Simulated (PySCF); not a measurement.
## Peak assignment

Cartesian coordinates in Å; atom numbers follow the order of the lines, from 1:
```xyz
12

F    -0.834    2.540    0.171
C    -0.451    1.270    0.082
C    -1.380    0.270   -0.131
C    -0.947   -1.044   -0.220
C     0.397   -1.359   -0.097
C     1.307   -0.343    0.116
F     2.604   -0.612    0.237
C     0.898    0.978    0.207
F     1.782    1.945    0.409
H    -2.425    0.537   -0.223
H    -1.668   -1.834   -0.387
H     0.755   -2.378   -0.163
```

A single conformation, no relativistic terms, no solvent model, equivalent nuclei averaged. σ from GIAO-B97-2/pcSseg-2; coordinates at the PBE0-D3(BJ)/def2-TZVP level; PySCF 2.14.

Shifts are taken against calculated references (same method and geometry level): $^{13}$C, $^{1}$H vs TMS.

Task: Assign these signals to the numbered atoms. $^{13}$C{$^{1}$H} NMR (computed): δ 162.3 (C), 149.9 (C), 128.9 (CH), 117.7 (CH).

Result: 
```tsv
δ (ppm)	atoms	environment	reason
162.3	C2/C6	aromatic carbon bearing fluorine	σ withdrawal by the attached heteroatom moves it downfield of the ring CH carbons
149.9	C8	aromatic carbon bearing fluorine	–
128.9	C4	aromatic CH	the aromatic region
117.7	C3/C5	aromatic CH	–
```

Task: Assign these signals to the numbered atoms. $^{1}$H NMR (500 MHz, computed): δ 7.21 (m, 1H), 7.09 (m, 2H).

Result: 
| δ (ppm) | atoms | environment | reason |
| --- | --- | --- | --- |
| 7.21 | H11 | hydrogen on an aromatic CH | ring-current deshielding |
| 7.09 | H10/H12 | hydrogen on an aromatic CH | – |

H11 and H10/H12 lie closer than the usual error of such a calculation, so a measured spectrum could show them in the other order.

Splittings by $^{19}$F in the carbon and heteronuclear signals aren't shown, as no couplings were computed. Shifts are as computed. Against solution values, carbons near 30 ppm lie about +3 ppm off and those near 130 ppm about +7 ppm. Of 1211 compounds with measured shifts, 218 miss one by over three times the rms of a fit or turn the order of signals round; such compounds aren't used in these exercises. Multiplicities follow the n + 1 count of equivalent neighbours, as no J values were calculated; m marks all less simple cases, F and P coupling included.
